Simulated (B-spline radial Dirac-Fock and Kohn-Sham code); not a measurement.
## Relativistic shifts of the levels of Ta⁺

System: tantalum as Ta⁺, [Xe] 4f14 5d3 6s1.

Both columns are ΔSCF binding energies of the configuration average from an atomic code on a B-spline grid: non-relativistic Hartree-Fock with a point nucleus, and Dirac-Fock with a finite nucleus and the Coulomb interaction alone, averaged over the two j levels with weights 2j+1.

| shell | Hartree-Fock (eV) | Dirac-Fock (eV) | shift (eV) | shift (%) |
| --- | --- | --- | --- | --- |
| 1s | 62427.8 | 67758.5 | +5330.73 | +8.54 |
| 2s | 10333.0 | 11743.4 | +1410.42 | +13.65 |
| 2p | 9877.0 | 10344.6 | +467.60 | +4.73 |
| 3s | 2390.2 | 2737.5 | +347.24 | +14.53 |
| 3p | 2179.6 | 2309.5 | +129.90 | +5.96 |
| 3d | 1791.0 | 1775.2 | -15.81 | -0.88 |
| 4s | 503.7 | 588.3 | +84.53 | +16.78 |
| 4p | 415.3 | 445.0 | +29.71 | +7.15 |
| 4d | 255.1 | 251.0 | -4.12 | -1.61 |
| 4f | 46.52 | 37.98 | -8.53 | -18.35 |
| 5p | 50.60 | 53.38 | +2.78 | +5.50 |
| 5d | 15.18 | 13.94 | -1.23 | -8.12 |
| 6s | 12.15 | 13.51 | +1.36 | +11.18 |

Relativity binds 1s, 2s, 2p, 3s, 3p, 4s, 4p, 5p, 6s more strongly, among those listed most of all 4s in relative terms, and 3d, 4d, 4f, 5d more weakly, because the contracted s and p shells screen the nucleus better.

Values without a named source are computed, but for edge energies of neutral atoms, which are taken from tables.
